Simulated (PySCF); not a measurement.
Two species compared at the same levels of theory.

First species: C6H9FO.
Numbering: `[F:1][CH2:2][CH2:3][CH2:4][C:5]1=[CH:6][CH2:7][O:8]1` (hydrogens: H9, H10 on C2; H11, H12 on C3; H13, H14 on C4; H15 on C6; H16, H17 on C7)

Structure used (GFN2-xTB), in Å, numbered top down from 1:
```xyz
17
C6H9FO angstrom
F      2.6600    0.5204    1.8758
C      1.8191    0.6259    0.7921
C      1.4889   -0.7588    0.2524
C      0.5346   -0.6767   -0.9458
C     -0.7917   -0.1425   -0.5544
C     -2.0041   -0.5871   -0.2037
C     -2.4189    0.8464   -0.0387
O     -1.0753    1.2126   -0.4249
H      0.9242    1.1518    1.1351
H      2.3419    1.2344    0.0469
H      2.4143   -1.2522   -0.0500
H      1.0320   -1.3525    1.0467
H      0.9663   -0.0264   -1.7094
H      0.3959   -1.6742   -1.3654
H     -2.4974   -1.5263   -0.0898
H     -3.1496    1.2326   -0.7483
H     -2.6472    1.1847    0.9716
```

Second species: C4H10ClNSi.
InChI=1S/C4H10ClNSi/c1-4-6-7(2,3)5/h4H,1-3H3/b6-4-

Levels: wB97X-D/def2-SVPD for dipole moment, HOMO energy, LUMO energy, HOMO–LUMO gap, static isotropic polarisability and electronic spatial extent ⟨r²⟩ about the centre of nuclear charge; TDDFT wB97X-D/def2-SVPD for lowest singlet excitation; TDA wB97X-D/def2-SVPD for lowest triplet excitation (Tamm–Dancoff); GFN2-xTB for rotational constant A and rotational constant C. Geometries: GFN2-xTB. Each structure is a single optimised conformer of the isolated species, non-relativistic unless stated. Electronic properties by PySCF.

Dipoles, sizes and rotational constants follow the conformer. The torsions of the flexible species, by atom-mapped SMILES:
- `[F:1][CH2:2][CH2:3][CH2:4][C:5]1=[CH:6][CH2:7][O:8]1`: F1–C2–C3–C4 179°, C2–C3–C4–C5 -65°, C3–C4–C5–C6 -96°
- `[CH3:1]/[CH:2]=[N:3]\[Si:4]([CH3:5])([CH3:6])[Cl:7]`: C2–N3–Si4–C5 121°

| property | column X | column Y |
| --- | --- | --- |
| dipole moment | 2.52 D | 1.60 D |
| HOMO energy | -8.50 eV | -8.88 eV |
| LUMO energy | 2.07 eV | 1.19 eV |
| HOMO–LUMO gap | 10.57 eV | 10.07 eV |
| lowest singlet excitation | 6.47 eV | 4.34 eV |
| lowest triplet excitation (Tamm–Dancoff) | 4.16 eV | 3.85 eV |
| static isotropic polarisability | 73.6 au | 95.2 au |
| electronic spatial extent ⟨r²⟩ about the centre of nuclear charge | 1186 bohr² | 1260 bohr² |
| rotational constant A | 4.204 GHz | 1.981 GHz |
| rotational constant C | 0.971 GHz | 1.096 GHz |

Task: Which column belongs to which species?

Result: Column X is the first species and column Y the second. The first has 17 atoms and 62 electrons, the second 17 and 72.

Task: How does each property change from the first species to the second?

Result: dipole moment -0.92 D; HOMO energy -0.38 eV; LUMO energy -0.88 eV; HOMO–LUMO gap -0.50 eV; lowest singlet excitation -2.13 eV; lowest triplet excitation (Tamm–Dancoff) -0.31 eV; static isotropic polarisability +21.6 au; electronic spatial extent ⟨r²⟩ about the centre of nuclear charge +74 bohr²; rotational constant A -2.223 GHz; rotational constant C +0.125 GHz.

On the first: The polarisability is 10.91 Å³ as a volume (1 au = 0.148185 Å³), or 1.19 au for each of the 62 electrons. In wavenumbers S1 is 52200 cm⁻¹ (1 eV = 8065.54 cm⁻¹).

On the second: No computed singlet falls in the visible range (750 to 380 nm, 1.65 to 3.26 eV); S1 lies 1.08 eV above its blue end. The 8 singlets span 4.34 to 8.21 eV, and their oscillator strengths add up to 0.89.
